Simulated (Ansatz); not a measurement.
Isolated molecules relaxed with PBE0-D4/def2-TZVP in Ansatz; ΔE leaves out vibrations. CCSD(T)/CBS adds triple-zeta CCSD(T) − MP2 to the extrapolated MP2 energy (def2 sets, frozen cores). This one scheme is used for every species. DFT in def2-TZVPP. B3LYP here is the variant with VWN-RPA as its local correlation; programs differ in this. def2 core potentials past Kr. For In outer-core shells are correlated without core-valence functions, which leaves a few kJ/mol of doubt a bond. Each species was taken in one conformer, which may not be the lowest.

Consider the hydrogenolysis of the In–B bond: `[NH2][In]([OH])[BH]S` + H₂ → `[NH2][InH][OH]` + `BS`.

`[NH2][In]([OH])[BH]S`:

Z-matrix (Å, degrees):
```
N
In 1 2.013
H 1 1.009 2 117.3
H 1 1.008 2 120.9 3 -139.4
O 2 1.998 1 104.3 3 -17.7
B 2 2.231 1 130.1 3 168.8
H 5 0.959 2 113.9 1 -175.2
S 6 1.761 2 125.8 1 58.0
H 6 1.195 2 121.9 1 -122.5
H 8 1.345 6 101.8 2 -0.8
```

H₂:

Cartesian coordinates in Å:
```
H -0.111 0.062 0.351
H 0.111 -0.062 -0.351
```

`[NH2][InH][OH]`:

Cartesian coordinates in Å:
```
N -0.669 -1.342 -0.211
In -0.082 0.443 0.481
O 1.062 1.279 -0.918
H -0.148 -1.743 -0.976
H -0.982 -2.063 0.419
H -0.519 1.253 1.911
H 1.338 2.173 -0.707
```

`BS`:

Cartesian coordinates in Å:
```
B -0.557 0.160 -0.017
S 1.101 0.117 -0.621
H -1.329 0.796 -0.665
H -0.871 -0.415 0.977
H 1.656 -0.659 0.326
```

CCSD(T)/CBS gives -13.5 kJ/mol.

(1) Another level gave -19.5 kJ/mol. Which?
A. PBE/def2-TZVPP
B. B3LYP-D4/def2-TZVPP
C. BHLYP/def2-TZVPP
D. BHLYP-D4/def2-TZVPP

(2) What do rigid-rotor, harmonic-oscillator terms from PBE0-D4/def2-TZVP frequencies (298.15 K, 1 bar) make of the CCSD(T)/CBS value? (Estimate.)

Largest T1 diagnostic among the species: 0.017.

Results:

(1) B. B3LYP-D4 -19.5, BHLYP-D4 -27.4, PBE -14.4, BHLYP -37.0 kJ/mol.

(2) Computed: ΔZPE = +9.2 kJ/mol, ΔH = -10.4 kJ/mol, ΔS = 24 J/(mol·K), ΔG = -17.6 kJ/mol. Modes under 50 cm⁻¹ make the entropy rough.

From r2SCAN to r2SCAN0 (25 % exact exchange), in def2-TZVPP and without D4, ΔE moves by −5.8 kJ/mol. In def2-TZVPP, CCSD(T) changes the Hartree–Fock value by +36.4 kJ/mol (the triples alone add +6.5 kJ/mol) and MP2 by +43.4 kJ/mol.

CCSD(T)/CBS has its own doubt, a few kJ/mol and more with outer-core shells, so smaller differences from it don't rank the levels.
